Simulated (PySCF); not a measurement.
A structure optimised at PBE0-D3(BJ)/def2-SVP, used in a PySCF frequency run:

```xyz
8

In     0.0089     0.2853     0.0000
H     -0.0835     1.9955     0.0000
N     -0.0767    -0.8247    -1.6944
H      0.1652    -0.4127    -2.5890
H      0.1960    -1.8018    -1.6822
N     -0.0767    -0.8247     1.6944
H      0.1960    -1.8018     1.6822
H      0.1652    -0.4127     2.5890
```
Charge 0, spin multiplicity 1.

Problem. Write its SMILES, formula and point group.

Solution. [NH2][InH][NH2], H5InN2, Cs

Problem. What are its rotational constants (standard atomic weights)?

Solution. 12.872, 5.0575, 3.6457 GHz
